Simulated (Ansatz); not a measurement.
Consider the substitution at a C–C bond: `C[CH2][Ge]([F])([F])[F]` + `OC1=NCN1` → `CN1CN=C1O` + `[CH3][Ge]([F])([F])[F]`.

Program: Ansatz. Geometries: PBE0-D4/def2-TZVP. ΔE: electronic, gas phase. CCSD(T)/CBS adds triple-zeta CCSD(T) − MP2 to the extrapolated MP2 energy (def2 sets, frozen cores). DFT in def2-TZVPP. HSE06 is defined as in plane-wave codes. For Ge outer-core shells are correlated without core-valence functions, which leaves a few kJ/mol of doubt a bond. Scalar relativity is left out up to krypton. One conformer a species, not always the lowest.

```tsv
level	ΔE (kJ/mol)	difference from CCSD(T)/CBS
LDA (SPW92)	7.5	-3.4
B97M-V	8.3	-2.6
r2SCANh-D4	8.6	-2.3
HSE06-D4	9.6	-1.3
PBE	9.9	-1.0
r2SCAN	8.6	-2.3
CCSD(T)/def2-SVP	4.0	-6.9
HF/def2-TZVPP	6.3	-4.6
SCS-MP2/def2-TZVPP	8.0	-2.9
MP2/def2-QZVPP	9.4	-1.5
CCSD(T)/CBS	10.9	0
```

Largest T1 diagnostic among the species: 0.013.

At CCSD(T), def2-SVP lies −6.9 kJ/mol from the extrapolated value and def2-TZVPP −2.0 kJ/mol. Leaving LDA and LC-ωPBE aside and taking each functional with its dispersion term where it has one, the values, not all of them listed here, spread over 3.3 kJ/mol, from BLYP-D4 to ωB97M-V.

CCSD(T)/CBS has its own doubt, a few kJ/mol and more with outer-core shells, so smaller differences from it don't rank the levels.
